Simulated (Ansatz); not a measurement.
Relaxation of ClFGeH$_{5}$NO (10 atoms, charge 0, multiplicity 1), to a largest force component of 0.03 eV/Å in at most 50 steps.

The calculation used RKS PBE0/def2-SVP (Ansatz 0.2.0).

```xyz
10
Properties=species:S:1:pos:R:3
Ge -0.026 -0.207 0.062
O -0.068 -0.289 1.825
H -0.970 -0.408 2.152
Cl 1.977 -0.446 -0.631
F -0.716 1.279 -0.516
H -0.897 -1.293 -0.576
N 1.366 2.308 1.278
H 2.138 1.799 0.863
H 0.696 2.545 0.555
H 0.905 1.690 1.965
```

Question: Where does it end, and by what steps?

Answer: It converged. The force dipped under the threshold on the way, but the program's further checks kept it going. After 15 steps the energy has fallen by 0.086 eV; H8 moved furthest, 0.33 Å.

```csv
step,energy less start (eV),largest force component (eV/Å),accepted
0,0.0000,0.709,yes
1,-0.0643,0.333,yes
2,-0.0753,0.210,yes
3,-0.0794,0.191,yes
4,-0.0817,0.149,yes
5,-0.0776,0.519,no
6,-0.0831,0.052,yes
7,-0.0845,0.158,yes
8,-0.0849,0.035,yes
9,-0.0852,0.182,yes
10,-0.0857,0.058,yes
11,-0.0859,0.017,yes
12,-0.0861,0.032,yes
13,-0.0861,0.055,yes
14,-0.0862,0.038,yes
15,-0.0862,0.006,yes
```

```xyz
10
Properties=species:S:1:pos:R:3
Ge -0.116 -0.417 -0.032
O -0.126 -0.445 1.723
H -0.957 -0.135 2.105
Cl 1.914 -0.617 -0.632
F -0.712 1.131 -0.543
H -0.996 -1.471 -0.697
N 1.424 2.480 1.421
H 2.186 2.122 0.846
H 0.648 2.635 0.778
H 1.141 1.696 2.008
```

Whether the end is a true minimum wasn't checked by a vibrational analysis.

The run took 26 s on 4 threads of Intel(R) Xeon(R) 6975P-C (Granite Rapids), with other jobs on the host, peak memory 0.31 GiB.
